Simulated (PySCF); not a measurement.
Si(CCH)2(Cl)(H) (C4H3ClSi), SMILES [SiH](Cl)(C#C)C#C.

Geometry: B3LYP-D3(BJ)/def2-SVP.

Computed with B3LYP-D3(BJ)/def2-SVP in PySCF.

Frequencies are harmonic and unscaled.

```csv
mode,ν (cm⁻¹),IR (km/mol),Raman (Å⁴/amu),depolarisation,moving atoms (share of kinetic energy)
1,93,1.2,13.3,0.75,"C 67 %, H 17 %, Cl 9 %"
2,125,0.6,9.5,0.75,"C 42 %, Cl 35 %, Si 12 %, H 11 %"
3,132,1.9,7.0,0.73,"C 46 %, Si 23 %, Cl 15 %, H 15 %"
4,238,2.3,7.7,0.75,"C 81 %, H 18 %"
5,314,11.0,4.0,0.75,"C 84 %, H 9 %"
6,354,19.9,2.9,0.40,"C 68 %, Cl 19 %, H 8 %"
7,404,41.2,6.1,0.72,"C 84 %, Si 8 %"
8,530,68.7,12.0,0.11,"Si 45 %, Cl 32 %, C 19 %"
9,640,102.9,3.9,0.58,"Si 47 %, C 39 %"
10,684,86.4,2.5,0.75,"Si 44 %, C 43 %, H 13 %"
11,749,19.0,0.9,0.75,"H 75 %, C 25 %"
12,749,41.5,2.0,0.70,"H 76 %, C 24 %"
13,755,2.2,1.8,0.75,"H 75 %, C 25 %"
14,755,47.6,1.6,0.75,"H 75 %, C 25 %"
15,822,192.6,10.1,0.74,"H 88 %, Si 9 %"
16,825,242.2,6.2,0.75,"H 82 %, Si 13 %"
17,2156,93.0,85.0,0.75,"C 90 %, H 10 %"
18,2157,37.8,227.5,0.13,"C 90 %, H 10 %"
19,2276,81.6,166.7,0.17,H 97 %
20,3455,71.9,30.6,0.75,"H 86 %, C 14 %"
21,3455,30.3,67.1,0.12,"H 86 %, C 14 %"
```
